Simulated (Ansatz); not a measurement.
System: CaCl2, charge 0, triplet. This triplet is an excited state, 4.2 eV above the singlet at CCSD(T)/def2-QZVPP (Ansatz, an electronic-structure program). CaCl2 (parent SMILES [Cl][Ca][Cl], triplet).
B3LYP-D3(BJ)/def2-TZVP minimum from Ansatz:
```
Ca
Cl 1 2.6455
Cl 1 2.6455 2 60.89
```
Charge 0, spin multiplicity 3.

Total energies in def2-SVP, 16 correlated electrons, 19 frozen orbitals. Radicals and triplets start from unrestricted determinants; spin-orbit coupling is neglected. Cores are frozen in correlated methods (noble-gas shells, and filled d and f shells in the p block). No relativity. The spin of CaCl2 (parent SMILES [Cl][Ca][Cl], triplet) was assumed, and the state is the lowest solution found for it.

| method | program | energy (Eh) | minus CCSDT(Q) (mEh) |
|---|---|---|---|
| HF | Ansatz | -1595.44213 | 303.09 |
| MP2 | Ansatz | -1595.71132 | 33.89 |
| CCSD | Ansatz | -1595.73795 | 7.26 |
| CCSD(T) | Ansatz | -1595.74385 | 1.36 |
| CCSDT(Q) | Ansatz | -1595.74521 | 0.00 |

Rough core times of Ansatz's runs on a shared machine: CCSD(T) under 20 s, CCSDT(Q) 70 s.
